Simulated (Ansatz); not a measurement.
CH₉BSi₃ (`[SiH3][Si]1([SiH3])BC1`), relaxed with RKS PBE0-D4/def2-TZVP in Ansatz 0.2.0 from a PBE-D4/def2-SVP geometry. The force threshold is 0.005 eV/Å; the program also tests the step.

Charge 0, multiplicity 1.

Start:

```xyz
14

Si   -1.535    0.081   -1.714
Si    0.193    0.416   -0.156
Si    1.830   -1.253   -0.197
B    -0.033    1.843    1.139
C    -0.215    0.573    1.911
H    -0.998    0.230   -3.115
H    -2.124   -1.302   -1.582
H    -2.628    1.095   -1.502
H     2.776   -1.051    0.958
H     2.599   -1.177   -1.488
H     1.219   -2.626   -0.091
H    -0.582    2.920    1.145
H    -1.105    0.383    2.541
H     0.603   -0.132    2.150
```

```json
{"step": "1", "energy (eV)": "-25480.1343", "largest force (eV/Å)": "0.472", "largest move (Å)": "0.000"}
{"step": "2", "energy (eV)": "-25480.1779", "largest force (eV/Å)": "0.227", "largest move (Å)": "0.033"}
{"step": "3", "energy (eV)": "-25480.1833", "largest force (eV/Å)": "0.079", "largest move (Å)": "0.031"}
{"step": "4", "energy (eV)": "-25480.1856", "largest force (eV/Å)": "0.058", "largest move (Å)": "0.021"}
{"step": "5", "energy (eV)": "-25480.1878", "largest force (eV/Å)": "0.047", "largest move (Å)": "0.047"}
{"step": "6 (rejected)", "energy (eV)": "-25480.1860", "largest force (eV/Å)": "0.136", "largest move (Å)": "0.062"}
{"step": "7", "energy (eV)": "-25480.1886", "largest force (eV/Å)": "0.046", "largest move (Å)": "0.030"}
{"step": "8", "energy (eV)": "-25480.1888", "largest force (eV/Å)": "0.027", "largest move (Å)": "0.019"}
{"step": "9", "energy (eV)": "-25480.1890", "largest force (eV/Å)": "0.017", "largest move (Å)": "0.019"}
{"step": "10", "energy (eV)": "-25480.1891", "largest force (eV/Å)": "0.014", "largest move (Å)": "0.024"}
{"step": "11", "energy (eV)": "-25480.1892", "largest force (eV/Å)": "0.021", "largest move (Å)": "0.020"}
{"step": "12", "energy (eV)": "-25480.1892", "largest force (eV/Å)": "0.008", "largest move (Å)": "0.006"}
{"step": "13", "energy (eV)": "-25480.1892", "largest force (eV/Å)": "0.004", "largest move (Å)": "0.003"}
{"step": "14", "energy (eV)": "-25480.1893", "largest force (eV/Å)": "0.003", "largest move (Å)": "0.004"}
{"step": "15", "energy (eV)": "-25480.1893", "largest force (eV/Å)": "0.003", "largest move (Å)": "0.007"}
```

End:

```xyz
14

Si   -1.577    0.062   -1.688
Si    0.139    0.328   -0.130
Si    1.845   -1.246   -0.186
B     0.006    1.816    1.087
C    -0.237    0.561    1.858
H    -1.037    0.225   -3.066
H    -2.194   -1.289   -1.587
H    -2.629    1.087   -1.457
H     2.696   -1.062    1.021
H     2.676   -1.065   -1.406
H     1.305   -2.632   -0.190
H    -0.447    2.913    1.115
H    -1.116    0.417    2.485
H     0.569   -0.115    2.143
```

It took 55 s on 4 threads of an Intel Xeon Platinum 8375C on a shared host, with 0.77 GiB of host memory at the peak.
